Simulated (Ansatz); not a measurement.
System: InF₃ (charge 0, singlet). 
Coordinates optimised at B3LYP-D3(BJ)/def2-TZVP (Ansatz, a quantum-chemistry and plane-wave program):
```
In
F 1 1.9318
F 1 1.9318 2 120.00
F 1 1.9318 2 120.00 3 -180.00
```
Charge 0, spin multiplicity 1.

Parts of the frozen-core correlation energy in def2-TZVPP (Ansatz, hartree). Frozen orbitals: 12; correlated occupied orbitals by spin: 12 and 12; virtual: 119 and 119. Spin-orbit coupling is left out. In def2 rows, elements after Kr have scalar-relativistic effective core potentials.

| term | value |
|---|---|
| reference (HF) | -487.73849 |
| MP2 opposite-spin | -0.61714 |
| MP2 same-spin | [?] |
| CCSD correlation | [?] |
| (T) | [?] |
| T1 diagnostic | 0.016 |
| largest doubles amplitude | 0.019 |

Task: Complete the blanks.

Result: 
- MP2 same-spin, value: -0.22273
- CCSD correlation, value: -0.83037
- (T), value: -0.02468
